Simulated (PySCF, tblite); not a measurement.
Isomers of C3H7N2PSi, one GFN2-xTB conformer each. Single-point energies are computed at PBE0/pcSseg-1 (PySCF, gas phase, no added dispersion term), electronic only.

```
          SMILES  GFN2-xTB relative energy (kcal/mol)
Cc1nn([SiH3])cp1                                  0.0
Cn1cpc([SiH3])n1                                 21.2
```

Q: What does PBE0/pcSseg-1 give for the same structures?

A: 
```tsv
SMILES	PBE0/pcSseg-1 E (Eh)	PBE0/pcSseg-1 (kcal/mol)	GFN2-xTB (kcal/mol)	point group
Cc1nn([SiH3])cp1	-858.30239	0.0	0.0	Cs
Cn1cpc([SiH3])n1	-858.28296	12.2	21.2	near Cs
```

Both levels put the same isomer lowest. As drawn, the higher has an Si–C bond, which the lower lacks.

Q: Which frontier levels, dipoles and rotational constants go with these structures?

A: 
| SMILES | HOMO (eV, PBE0/pcSseg-1) | LUMO (eV) | dipole (D) | A, B, C (MHz) |
| --- | --- | --- | --- | --- |
| Cc1nn([SiH3])cp1 | -6.82 | -0.61 | 1.99 | 3659, 1277, 963.1 |
| Cn1cpc([SiH3])n1 | -6.93 | -0.67 | 3.24 | 3273, 1325, 959.0 |

Q: What happens when harmonic zero-point energies from GFN2-xTB frequencies are added?

A: 
```tsv
SMILES	ZPE (kcal/mol)	electronic (kcal/mol)	with ZPE (kcal/mol)
Cc1nn([SiH3])cp1	59.4	0.0	0.0
Cn1cpc([SiH3])n1	59.3	12.2	12.1
```

The zero-point energies span 0.1 kcal/mol. The order is unchanged.
